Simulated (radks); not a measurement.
Values are calculated unless marked as measured or tabulated.
These are the eigenvalues of the occupied orbitals of an atom or ion with whole-number occupations (eV). Code: a radial shooting solver on a logarithmic mesh with Libxc functionals. Model: Dirac Kohn-Sham, PBE, spin-unpolarised, spherical densities, point nucleus.

1s1/2: -76039.01
2s1/2: -13305.98
2p1/2: -12745.13
2p3/2: -11117.31
3s1/2: -3125.397
3p1/2: -2874.520
3p3/2: -2518.089
3d3/2: -2099.958
3d5/2: -2022.950
4s1/2: -680.6184
4p1/2: -574.8175
4p3/2: -490.5216
4d3/2: -317.3018
4d5/2: -301.6568
5s1/2: -115.4149
5p1/2: -82.2474
4f5/2: -81.3989
4f7/2: -78.2797
5p3/2: -68.6816
5d3/2: -25.1988
5d5/2: -23.8815

Which element is it, and in what charge state? The configuration may be excited. Open shells, if any, are shared by 2j + 1.

Answer. Z = 77, iridium, charge +2: Ir2+ in [Xe] 4f14 5d7. The list shows which subshells hold electrons but not how many an open one holds; the 1s level, -2794.4 hartree, gives Z - s = 74.8 by -(Z - s)^2/2, which with screening and relativity narrows Z to a few neighbours, and the depths of the outer levels then fix element, charge and occupations together.
